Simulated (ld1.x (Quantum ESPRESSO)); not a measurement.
# What the settings do to the TM potential of Sb

Base potential:

```json
{"Element": "Sb (Z = 51)", "Generator": "ld1.x (Quantum ESPRESSO) 7.5", "Type": "norm-conserving Troullier–Martins (Kleinman–Bylander form)", "Functional": "PBE", "Relativity": "fully relativistic", "Frozen core": "[Kr] 4d10", "Valence charge": "5", "Reference configuration": "5s2 5p2.5 (charge +0.5)", "Partial waves": "5s (bound): rc 1.90 bohr; 5p (bound): rc 2.10 bohr; 5d channel at 0.35 Ry: rc 2.10 bohr", "Local potential": "all-electron potential smoothed inside 2.00 bohr (lloc = -1)", "Core correction": "a·sin(br)/r model core inside 1.50 bohr"}
```

Open shells are filled in proportion to 2j + 1 (rel_dist='average').

All-electron outer shells of the reference configuration (PBE, scalar-relativistic, ld1.x):

```csv
shell,level (eV),outermost node (bohr),outermost maximum (bohr)
4d,-37.56,0.38,0.84
5s,-16.59,0.95,1.88
5p,-8.27,1.04,2.29
```

Cutoffs, loose and tight: the cutoffs (Ry, on a coarse ladder) from which the occupation-weighted sum of valence levels, in a spherical-Bessel basis at the reference potential, stays within 10 and 1 mRy of its value at 400 Ry. They do not see the model core or the augmentation charge, which bear on the density cutoff. Test errors are all-electron minus pseudo excitation energies from the reference, over the configurations 5s2 5p3; 5s2 5p2; 5s2 5p1; 5s0 5p5; 5s1 5p0; 5s1 5p4; 5s2 5p3.3. A dash means not determined; rows that change the core or the reference have their own tests. The largest error is taken over the tests solved by every variant that gives reliable tests at all: 5s0 5p5; 5s1 5p4; 5s2 5p1; 5s2 5p2; 5s2 5p3; 5s2 5p3.3.

A true bound ghost makes a file unfit for plane-wave use even where its test errors are small: the radial tests pick states by their node count and pass the ghost by.

| change | outcome | cutoff, loose | cutoff, tight | bound ghosts | largest test error (meV) |
| --- | --- | --- | --- | --- | --- |
| base | generated | 21 Ry | 35 Ry | none | -41 |
| wave 5p (bound): rc 2.10 bohr becomes 5p (bound): rc 2.98 bohr | generated | 21 Ry | 35 Ry | none | -22 |
| core correction none | generated | 21 Ry | 35 Ry | none | +37 |
| reference 5s2 5p3 | generated | 21 Ry | 35 Ry | none | -96 |

Problem. What comes out with this change to the base: core [Kr], valence charge 15; reference 4d10 5s1 5p4; waves now 5s (bound): rc 1.85 bohr; 5p (bound): rc 1.90 bohr; 4f channel at 0.4 Ry: rc 1.70 bohr; 4d (bound): rc 1.50 bohr; local potential the d channel; core correction Bessel-smoothed model core, default radius (core density twice the valence density)?

Solution. outcome: generated, misses its reference levels by 0.75 eV; cutoff, loose: 90 Ry; cutoff, tight: 140 Ry; bound ghosts: s, p3/2, p1/2; largest test error (meV): -253.

Problem. What comes out with this change to the base: local potential the d channel?

Solution. outcome: generated; cutoff, loose: 15 Ry; cutoff, tight: 35 Ry; bound ghosts: s, p3/2, p1/2; largest test error (meV): -49.

Problem. What comes out with this change to the base: type ultrasoft; waves now 5s (bound): rcut 1.65, rcutus 1.90 bohr; 5s channel at 3.2 Ry: rcut 1.65, rcutus 1.90 bohr; 5p (bound): rcut 1.85, rcutus 2.10 bohr; 5p channel at 0.65 Ry: rcut 1.85, rcutus 2.10 bohr; 5d channel at 0.35 Ry: rcut 1.85, rcutus 2.10 bohr; 5d channel at 1.2 Ry: rcut 1.85, rcutus 2.10 bohr; local potential all-electron potential smoothed inside 1.95 bohr (lloc = -2); augmentation built from norm-conserving waves at rcut, not smoothed further?

Solution. outcome: generated; cutoff, loose: 10 Ry; cutoff, tight: 18 Ry; bound ghosts: d5/2, d3/2; largest test error (meV): -43.
